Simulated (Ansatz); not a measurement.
`[F][Ti]([F])([F])[Br]` + HCl → `[F][Ti]([F])([Cl])[Br]` + H–F at 400 K and 1 bar (ligand exchange at a Ti–F bond).

Program: Ansatz. Geometries: PBE0-D4/def2-TZVP. ΔE: electronic, gas phase. CBS: MP2 limit from def2 TZ/QZ plus the TZ coupled-cluster correction, frozen cores. This one scheme is used for every species. For Br, Ti outer-core shells are correlated without core-valence functions, which leaves a few kJ/mol of doubt a bond. Scalar relativity is left out up to krypton.

| species | CCSD(T)/CBS energy (Eh) | H − E (kJ/mol) | S (J/(mol·K)) |
| --- | --- | --- | --- |
| `[F][Ti]([F])([F])[Br]` | -3721.88725 | 50.3 | 367.9 |
| HCl | -460.38127 | 29.6 | 195.4 |
| `[F][Ti]([F])([Cl])[Br]` | -4081.86855 | 49.0 | 389.6 |
| H–F | -100.39570 | 36.5 | 182.2 |

H − E and S are ideal-gas, rigid-rotor, harmonic terms from PBE0-D4/def2-TZVP. 1 Eh = 2625.50 kJ/mol, R = 8.31446 J/(mol·K).

Task: By hand: ΔE, ΔH, ΔS and ΔG.

Result: ΔE = (-4081.86855) + (-100.39570) − (-3721.88725) − (-460.38127) = 0.00427 Eh = 11.2 kJ/mol. Δ(H − E) = 49.0 + 36.5 − 50.3 − 29.6 = 5.6, so ΔH = 16.8 kJ/mol. ΔS = 389.6 + 182.2 − 367.9 − 195.4 = 8.5 J/(mol·K). ΔG = 16.8 − 400 × (8.5)/1000 = 13.4 kJ/mol.

Task: By hand: the equilibrium constant, and the temperature at which ΔG would vanish if ΔH and ΔS stayed fixed.

Result: log₁₀ K = −ΔG/(RT ln 10) = -1.7. ΔG = 0 at ΔH/ΔS = 1976 K, though so small a ΔS makes that figure unsure.

The number of gas molecules stays the same, so ΔS is small and ΔH decides. A doubt of 5 kJ/mol in ΔE shifts log₁₀ K by 0.7 here. These are equilibria of isolated gas molecules and say nothing of rates. Largest T1 diagnostic: 0.022 (customary marks: 0.02 for closed shells, 0.045 for open ones).
